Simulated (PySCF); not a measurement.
From one molecule to another.

First species: C7H6N4Si.
Cartesian coordinates in Å at the GFN2-xTB level; atoms count from 1:
```
atom  x, y, z in Å
N1     2.616    2.428   -1.172
C2     1.717    1.795   -0.843
C3     0.605    1.021   -0.439
C4    -0.656    1.589   -0.511
C5    -1.724    0.796   -0.106
N6    -3.068    1.028   -0.046
N7    -3.645   -0.003    0.394
N8    -2.749   -0.970    0.650
C9    -1.498   -0.528    0.354
C10   -0.225   -1.079    0.418
C11    0.843   -0.302    0.019
Si12   2.616   -0.971    0.074
H13   -0.807    2.597   -0.864
H14   -3.042   -1.865    1.009
H15   -0.072   -2.088    0.770
H16    3.399   -0.139    0.984
H17    3.159   -0.959   -1.282
H18    2.520   -2.342    0.580
```

Second species: C₇H₉Cl.
SMILES: `Cl[C@@H]1C[C@]21[C@H](C=C)C2`

Levels: PBE0/pcSseg-1 for dipole moment, HOMO energy, LUMO energy and HOMO–LUMO gap; GFN2-xTB for rotational constant A and rotational constant C. Geometries: GFN2-xTB. Each species is one conformer at its optimised geometry, gas phase, non-relativistic unless stated. Electronic properties by PySCF.

Dipoles, sizes and rotational constants follow the conformer. The torsions of the flexible species, by atom-mapped SMILES:
- `[CH2:1]=[CH:2][C@@H:3]1[CH2:4][C@:5]12[CH2:6][C@H:7]2[Cl:8]`: C1–C2–C3–C4 -146°

Q: Which of the two has the higher LUMO energy, and by how much?

A: The second: 0.07 eV against -2.08 eV, a difference of 2.15 eV.

Q: Which has the higher dipole moment?

A: The first: 5.54 D against 1.69 D, a difference of 3.85 D.

Q: Which has the higher HOMO energy?

A: The second: -7.08 eV against -7.77 eV, a difference of 0.69 eV.

Q: Which has the higher HOMO–LUMO gap?

A: The second: 7.15 eV against 5.69 eV, a difference of 1.46 eV.

Q: Which of the two has the higher rotational constant A, and by how much?

A: The second: 5.055 GHz against 1.758 GHz, a difference of 3.297 GHz.

Q: Which has the higher rotational constant C?

A: The second: 0.767 GHz against 0.435 GHz, a difference of 0.332 GHz.

On the first: The dipole equals about 18.5 × 10⁻³⁰ C·m (1 D = 3.33564 × 10⁻³⁰ C·m).

On the second: A dipole of 1.69 D is allowed in C1, and pure rotational transitions are dipole-allowed. The dipole matches unit charges of opposite sign 0.35 Å apart (1 e·Å = 4.8032 D).
